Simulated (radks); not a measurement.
Q: All-electron atom: Bi LXII in [Ar] 3d4 (the NIST ground configuration). Calculated with a radial shooting solver on a logarithmic mesh with Libxc functionals: scalar-relativistic Kohn-Sham, SCAN, spin-polarised, spherical densities, finite nucleus; open shells are filled with parallel spins first (spin-orbit coupling, left out, can overturn this in heavy ions); meta-GGA in the generalised Kohn-Sham scheme; Fermi nuclear charge, rms radius 5.5211 fm. Some entries of the table are withheld. Estimate them.

orbital,occ.,eigenvalue (Ry),r(max) (bohr),<r> (bohr)
1s up,1,-6990.516,0.009660,0.01579
1s down,1,-6990.446,0.009659,0.01579
2s up,1,-1516.046,0.05603,0.06612
2s down,1,-1513.817,0.05600,0.06605
2p up,3,-1343.467,0.04677,0.06014
2p down,3,-1341.621,0.04672,0.06006
3s up,1,(1),(2),0.1638
3s down,1,(3),(4),0.1641
3p up,3,-523.4201,(5),0.1637
3p down,3,-520.7869,(6),0.1641
3d up,4,-479.5624,0.1230,0.1461

A: 
(1) 3s up eigenvalue (Ry): -573.8105
(2) 3s up r(max) (bohr): 0.1540
(3) 3s down eigenvalue (Ry): -571.1887
(4) 3s down r(max) (bohr): 0.1542
(5) 3p up r(max) (bohr): 0.1532
(6) 3p down r(max) (bohr): 0.1534
